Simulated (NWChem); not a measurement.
# C2H4N cation; SMILES [NH+]#CC

Results from NWChem. Pople sets run with spherical d functions. Structure relaxed at the PBE0/def2-SVP level. Static field.

For level PBE/6-31+G*:

```yaml
anisotropy (bohr³): 21.7
```

### Question
Estimate the same quantities for level CAM-B3LYP/6-31+G*.

### Answer
* **anisotropy (bohr³)**: 20.2
